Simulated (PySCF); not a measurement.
Al(H)2(SH) (AlH3S), SMILES [AlH2][SH]. Coordinates come from a PBE0-D3(BJ)/def2-TZVP optimisation.

TDA-LC-ωPBE/def2-TZVPD in PySCF 2.14.0 puts the lowest singlet excitations at 6.18, 6.30, 6.46, 6.69, 7.13, 7.84 eV.

Task: What are the lowest excitation roots from ADC(2)/aug-cc-pVDZ run with PySCF? (The exact figures need the calculation; the answer reports its results.)

Result: 5.86, 6.28, 6.36, 6.55, 7.06, 7.55 eV. S1 differs by -0.31 eV (second minus first; roots are paired by order, and the bases may differ).
